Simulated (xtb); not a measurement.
xtb input (GFN-FF):

```bash
xtb mol.xyz --gfnff --opt tight --chrg 0 --uhf 0
```
mol.xyz:
```
3

In    -0.00000000    -0.00000000    -2.01643958
O      0.00000000     0.00000000     0.00000000
In     0.00000000     0.00000000     2.01643958
```

End of the output:

```
         :::::::::::::::::::::::::::::::::::::::::::::::::::::
         ::                     SUMMARY                     ::
         :::::::::::::::::::::::::::::::::::::::::::::::::::::
         :: total energy              -0.273596998173 Eh    ::
         :: gradient norm              0.000102362806 Eh/a0 ::
         ::.................................................::
         :: bond energy               -0.233657631031 Eh    ::
         :: angle energy               0.000000000000 Eh    ::
         :: torsion energy             0.000000000000 Eh    ::
         :: repulsion energy           0.011074934462 Eh    ::
         :: electrostat energy        -0.049652831321 Eh    ::
         :: dispersion energy         -0.001361470283 Eh    ::
         :: HB energy                  0.000000000000 Eh    ::
         :: XB energy                  0.000000000000 Eh    ::
         :: bonded atm energy          0.000000000000 Eh    ::
         :: external energy            0.000000000000 Eh    ::
         :: add. restraining           0.000000000000 Eh    ::
         :: total charge               0.000000000000 e     ::
         :::::::::::::::::::::::::::::::::::::::::::::::::::::

           -------------------------------------------------
          |                Property Printout                |
           -------------------------------------------------

molecular dipole:
                 x           y           z       tot (Debye)
 q only:        0.000      -0.000      -0.000       0.000
           -------------------------------------------------
          |                Geometry Summary                 |
           -------------------------------------------------

      molecular mass/u    :      245.6355782
   center of mass at/Å    :        0.0000000      -0.0000000       0.0000000
  moments of inertia/u·Å² :        0.3798822E-33   0.8800546E+03   0.8800546E+03
rotational constants/cm⁻¹ :        0.4437595E+35   0.1915521E-01   0.1915521E-01

optimized geometry written to: xtbopt.xyz

           -------------------------------------------------
          | TOTAL ENERGY               -0.273596998173 Eh   |
          | GRADIENT NORM               0.000102362806 Eh/α |
           -------------------------------------------------
########################################################################
[WARNING] Runtime exception occurred
-1- gfnff_setup: Could not read topology file.
########################################################################

------------------------------------------------------------------------
------------------------------------------------------------------------
 total:
 SCF:
 ANC optimizer:
```
